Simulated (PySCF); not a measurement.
Si(H)(Cl) anion (ClHSi), SMILES Cl[SiH] (connectivity only; charge and spin as stated), charge -1, multiplicity 2.

The structure is a stationary point at PBE0-D3(BJ)/def2-TZVPD. The spin state was assumed, not searched. The isomer is the one that the SMILES or the coordinates give; other isomers of the formula were not compared.

All values below come from PBE0-D3(BJ)/def2-TZVPD (PySCF).

Frequencies are harmonic and unscaled.

```csv
mode,ν (cm⁻¹),IR (km/mol),moving atoms (share of kinetic energy)
1,366,74.9,"Si 54 %, Cl 45 %"
2,723,39.2,H 95 %
3,1883,508.1,H 96 %
```
